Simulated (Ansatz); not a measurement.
Two structures of SnH$_{6}$S, singlet, reached by relaxing down either side of one saddle point (PBE0-D4/def2-TZVP). Energies are electronic, without zero-point energy. Ansatz 0.2.0; basis: def2-TZVPP and def2-QZVPP; cores frozen in the correlated methods. Filled d shells of the heavier atoms are correlated. Core potentials replace the inner electrons of the atoms past krypton. The def2 sets are not built for correlating such inner shells, so the correlated values are less sure here. Extrapolation: Hartree–Fock as exp(−7.88 √X), correlation as X^−2.97. First:

Sn1  (-1.263, -0.709, -0.003)
H2  (-0.148, -1.126, 1.217)
H3  (-0.698, -1.232, -1.520)
H4  (-2.750, -1.483, 0.332)
H5  (-1.513, 0.975, -0.006)
H6  (2.612, 0.409, 0.418)
S7  (2.098, 1.089, -0.617)
H8  (1.660, 2.077, 0.178)
(Å)

Second:

```csv
atom,x (Å),y (Å),z (Å)
Sn1,-0.9814,0.1992,-0.7224
H2,1.5092,-1.9060,1.8389
H3,-0.9089,-1.0028,-1.9233
H4,-1.4097,-0.4537,0.7931
H5,-2.0590,1.4482,-1.1549
H6,1.6328,-1.3145,1.3982
S7,1.2549,1.0825,-0.6076
H8,0.9621,1.9471,0.3781
```

Which bonds change from the first to the second?

SnH₄ + H₂S → SnH₄S ([SH][SnH3]) + H₂; bonds formed: Sn1–S7, H2–H6; bonds broken: Sn1–H2, H6–S7.

Give the saddle point's structure and its height above each. (To be estimated.)

The calculation gives: 42.81 kcal/mol above the first and 52.13 kcal/mol above the second (CCSD(T) at an estimated basis limit (MP2 extrapolated from triple and quadruple zeta, plus CCSD(T) − MP2 in triple zeta)).
```
8
angstrom
Sn -0.8343 -0.3113 -0.2559
H 0.5861 -0.9650 0.9919
H -0.5514 -1.2675 -1.6276
H -1.8853 -1.1019 0.8599
H -1.5271 1.2293 -0.5079
H 1.2008 -0.3265 0.5548
S 1.6613 0.9304 -0.4896
H 1.3499 1.8127 0.4745
```

The T1 diagnostic stays at or below 0.016.

Labels in which every atom is bracketed show which atoms are joined, not bond orders.

For scale, one of the runs: CCSD(T)/def2-TZVPP, 176 basis functions, launched by `ansatz run in.yaml --threads 2 --pin off --events-out ev --progress --plain --max-ram 4352MiB`. Hardware: 2 CPU threads of an Intel Xeon 6975P-C, shared host. Wall time 19 s; peak host memory 1.8 GiB.
